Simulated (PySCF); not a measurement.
## Molecular orbitals of SiBi⁺

PBE0 at R = 2.614 Å; PySCF, scalar-relativistic core potentials, basis sets Si cc-pV(D+d)Z, Bi cc-pVDZ-PP with ECP60. State: ³Σ⁻ (triplet), unpaired electrons π ↑↑. Only the outer orbitals are listed, counted within each symmetry, core potentials removing the inner ones.

```
spin  orbital  occ.  ε (eV)  on Si (%)           main shells (%)
   α       7σ     1  -23.10         14          84 Bi s, 10 Si s
   α       8σ     1  -18.15         79          79 Si s, 13 Bi s
   α       4π     1  -12.33         30          69 Bi p, 29 Si p
   α       4π     1  -12.33         30          69 Bi p, 29 Si p
   α       9σ     1  -12.32         52  46 Bi p, 42 Si p, 9 Si s
   α       5π     0   -8.60         69          69 Si p, 30 Bi p
   α       5π     0   -8.60         69          69 Si p, 30 Bi p
   α      10σ     0   -5.43         54          54 Si p, 46 Bi p
   β       7σ     1  -21.81         16          83 Bi s, 12 Si s
   β       8σ     1  -17.40         79          79 Si s, 13 Bi s
   β       9σ     1  -11.96         54          47 Si p, 43 Bi p
   β       4π     0   -9.52         43          56 Bi p, 42 Si p
   β       4π     0   -9.52         43          56 Bi p, 42 Si p
   β       5π     0   -7.41         57          56 Si p, 43 Bi p
```

Problem. Which are the highest filled and the lowest empty level, where do they sit, and how wide is the gap?

Solution. Highest filled β 9σ at -11.96 eV (in %: 47 Si p, 43 Bi p); lowest empty β 4π at -9.52 eV (in %: 56 Bi p, 42 Si p); the gap at PBE0 is 2.44 eV.

```json
{
 "bond order (Mayer)": "1.80",
 "⟨S²⟩": "2.005",
 "charge on Si (Mulliken, basis-dependent)": "0.45",
 "charge on Si (Löwdin, basis-dependent)": "0.41",
 "dipole moment (positive dipole points towards Bi; it is taken about the centre of mass and depends on that origin)": "-3.71 D",
 "polarisability along the bond": "116.0 bohr³",
 "polarisability across the bond": "37.8 bohr³"
}
```

Spin–orbit coupling is left out, which matters for elements this heavy, above all for dissociation energies. The state is the lowest determinant that a PBE0 search found; another state may lie lower at other levels.
